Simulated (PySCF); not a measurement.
**Relaxation of quartet WOF**

These are results of UPBE0 in PySCF with W def2-TZVP with ECP60, O def2-TZVP, F def2-TZVP; scalar-relativistic core potentials, no spin–orbit coupling; density-fitted integrals, not measurements. A (50,194) grid was used.

A hand-made linear start, of C∞v symmetry, held to at least that symmetry:

```xyz
3
charge 0 multiplicity 4, angstrom
W     0.0000    0.0000   -0.0451
O     0.0000    0.0000   -1.8151
F     0.0000    0.0000    1.9649
```

(1) What does it relax to?

(2) How much energy is released, and in how many steps?

Results:

(1) It ends at C∞v with W–F 1.917 Å, W–O 1.706 Å; F–W–O 180.0°. A frequency run shows 2 imaginary modes (one degenerate set), down to 117i cm⁻¹, so it is a higher-order saddle point. Other isomers or separated fragments may lie lower.

(2) 21.9 kJ/mol in 4 steps.

Open d and f shells are described by one determinant, and the ground state may have another occupation or spin. With an element this heavy the missing spin–orbit coupling can shift these numbers.

The relaxation took 8.3 s on 4 threads of a shared Arm Neoverse V2 host, with 102 basis functions and 5 gradients; the process peaked at 0.55 GiB.
